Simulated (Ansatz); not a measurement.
System: H$_{2}$GeOF, charge 0, doublet. H2GeOF (SMILES [GeH]([F])[OH], doublet).
B3LYP-D3(BJ)/def2-TZVP minimum from Ansatz (a program for electronic structure):
```xyz
5

Ge    -0.2762    -0.2492    -0.0789
O      1.4840    -0.5423    -0.0823
F     -0.4675     1.4660     0.2814
H     -0.8183    -1.0385     1.1622
H      1.9931     0.1564    -0.5103
```
Charge 0, spin multiplicity 2.

Total energies in cc-pVDZ, 19 correlated electrons, 16 frozen orbitals. Radicals and triplets start from unrestricted determinants; spin-orbit coupling is neglected. Correlated methods leave the cores frozen (noble-gas shells, and filled d and f shells in the p block). No relativity.

```json
[
 {"method": "HF", "program": "Ansatz", "energy (Eh)": "-2250.82847", "minus CCSDT(Q) (mEh)": "485.65"},
 {"method": "MP2", "program": "Ansatz", "energy (Eh)": "-2251.28672", "minus CCSDT(Q) (mEh)": "27.41"},
 {"method": "CCSD", "program": "Ansatz", "energy (Eh)": "-2251.30228", "minus CCSDT(Q) (mEh)": "11.85"},
 {"method": "CCSD(T)", "program": "Ansatz", "energy (Eh)": "-2251.31198", "minus CCSDT(Q) (mEh)": "2.15"},
 {"method": "CCSDT(Q)", "program": "Ansatz", "energy (Eh)": "-2251.31412", "minus CCSDT(Q) (mEh)": "0.00"}
]
```

Rough core times of Ansatz's runs on a shared machine: CCSD(T) under 20 s, CCSDT(Q) 5 min.
